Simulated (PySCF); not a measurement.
# Computed data sheet: `C#C[SiH2]Cl`

Species: C₂H₃ClSi.
SMILES with atom numbers: `[CH:1]#[C:2][SiH2:3][Cl:4]` (hydrogens: H5 on C1; H6, H7 on Si3)

Geometry (PBE0-D3(BJ)/def2-SVP, Å), atoms numbered from 1 in this order:
```xyz
7
C2H3ClSi angstrom
C      1.6912   -0.0489    0.2754
C      0.6518    0.5278    0.5342
Si    -0.9102    1.3918    0.9194
Cl    -0.7482    3.3830    0.3944
H      2.6105   -0.5591    0.0462
H     -1.1786    1.3092    2.3786
H     -2.0198    0.7876    0.1372
```

Some functional groups and rings: alkyne, Si–H bond and C–Si bond.

PBE0-D3(BJ)/def2-SVP geometry optimisation, gas phase (PySCF):

```yaml
Point_group: Cs
Rotational_constants_A_B_C: 11.423, 2.343, 1.990 GHz
```

wB97X-D/def2-SVPD ground state, ΔSCF and vertical TDDFT (core frozen in the response) (PySCF):

```yaml
Dipole_moment: 1.76 D
HOMO_energy: -10.45 eV
LUMO_energy: 0.80 eV
HOMO–LUMO_gap: 11.25 eV
Lowest_singlet_excitation: 5.81 eV (213 nm, f = 0.000)
Strongest_line_among_the_10_lowest_singlet_transitions: S10 at 8.59 eV (144 nm, f = 0.432)
Lowest_triplet_excitation_Tamm–Dancoff: 4.90 eV
Static_isotropic_polarisability: 61.7 au
Vertical_ionisation_energy: 10.86 eV
Electronic_spatial_extent_⟨r²⟩_about_the_centre_of_nuclear_charge: 576 bohr²
```

**B3LYP/pcSseg-2 ground state and GIAO shieldings, non-relativistic (PySCF)**

```yaml
13C_chemical_shifts_computed_TMS_as_zero_by_class: 104.9 (C1), 86.5 (C2) ppm
1H_chemical_shifts_computed_TMS_as_zero_by_class: 5.17 (H6/H7), 2.41 (H5) ppm
Isotropic_shieldings_of_nuclei_other_than_C_and_H_by_class: 374 (Si3), 954 (Cl4) ppm
```

Monoisotopic mass from the formula: 89.9693 u.

No computed singlet falls in the visible range (750 to 380 nm, 1.65 to 3.26 eV); S1 lies 2.55 eV above its blue end. The rotational constants make it an asymmetric top with κ = (2B − A − C)/(A − C) = -0.93, nearer the prolate limit (−1). A dipole of 1.76 D is allowed in Cs, and pure rotational transitions are dipole-allowed. The dipole equals about 5.9 × 10⁻³⁰ C·m (1 D = 3.33564 × 10⁻³⁰ C·m).

